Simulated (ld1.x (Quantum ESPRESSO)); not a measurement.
## u(r) = r·R(r): atom against pseudo-atom (Li)

Columns: radius, all-electron u(r) and pseudo u(r) of the 1s shell (level -51.10 eV) of lithium in the configuration 1s2 2s1 2p0; LDA (PZ), scalar-relativistic, PAW scheme, ld1.x (Quantum ESPRESSO) 7.5.

```
r (bohr)  all-electron  pseudo
   0.220        1.0573  0.5854
   0.440        1.1512  0.9158
   0.660        0.9696  0.9232
   0.880        0.7420  0.7409
   1.100        0.5408  0.5408
   1.320        0.3831  0.3831
   1.540        0.2666  0.2666
   1.760        0.1834  0.1834
   1.980        0.1253  0.1253
   2.200        0.0850  0.0850
   2.420        0.0575  0.0575
   2.640        0.0387  0.0387
   2.860        0.0260  0.0260
   3.080        0.0174  0.0174
   3.300        0.0116  0.0116
   3.520        0.0078  0.0078
   3.740        0.0052  0.0052
   3.960        0.0034  0.0034
   4.180        0.0023  0.0023
   4.400        0.0015  0.0015
   4.620        0.0010  0.0010
   4.840        0.0007  0.0007
   5.060        0.0004  0.0004
   5.280        0.0003  0.0003
   5.500        0.0002  0.0002
   5.720        0.0001  0.0001
```

(1) How many radial nodes do the two functions have?

(2) At about which radius was the pseudo-wave matched?

(3) Where does each function peak?

(4) Is the pseudo-wave norm-conserving?

Results:

(1) The all-electron 1s function has n − l − 1 = 0; the pseudo-wave has 0.

(2) 1.05 bohr, where the columns begin to agree (steps of 0.22 bohr).

(3) Outermost all-electron maximum near 0.44 bohr, pseudo maximum near 0.66 bohr (to the table’s step).

(4) No, it belongs to a PAW set: the norm inside the radius is not constrained, and the difference is carried by the augmentation charge.
